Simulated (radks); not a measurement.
Results of a calculation; reference values are marked as such.
Task: Radial electron density D(r) = 4 pi r^2 rho(r) of an atom or ion with 4 electrons. Code: a radial shooting solver on a logarithmic mesh with Libxc functionals. Model: scalar-relativistic Kohn-Sham, r2SCAN, spin-polarised, spherical densities, finite nucleus; meta-GGA in the generalised Kohn-Sham scheme; Fermi nuclear charge, rms radius of each element as measured or else 0.836 A^(1/3) + 0.57 fm.

```
   r/bohr * D(r) (the largest magnitude, 70.2, reaches the edge; | marks zero)
0.0009499 | *
 0.001151 |  *
 0.001384 |   *
 0.001676 |    *
 0.002031 |      *
 0.002442 |        *
 0.002958 |           *
 0.003585 |               *
 0.004309 |                    *
 0.005221 |                         *
 0.006326 |                                *
 0.007604 |                                      *
 0.009213 |                                             *
  0.01116 |                                                  *
  0.01342 |                                                      *
  0.01626 |                                                      *
   0.0197 |                                                  *
  0.02368 |                                           *
  0.02869 |                                 *
  0.03477 |                       *
  0.04179 |                *
  0.05063 |             *
  0.06135 |              *
  0.07434 |                *
  0.08936 |                 *
   0.1083 |              *
   0.1312 |        *
   0.1577 |    *
   0.1911 | *
   0.2315 *
   0.2783 *
   0.3372 *
```

What is the nuclear charge?

Result: Z = 58. The innermost maximum, from 1s, lies near gamma/Z bohr with gamma = sqrt(1 - (Z/c)^2) = 0.906, here 0.0156 bohr (found: 0.0150), and its height grows with Z. The density is that of the cerium ion Ce54+ in [He] 2s2; the configuration itself is not fixed sharply by these data, and Z only to a few units. D(r) has 2 maxima, at r = 0.0150, 0.0838 bohr, and minima at 0.0523 bohr, inside which lie 2.07 electrons.
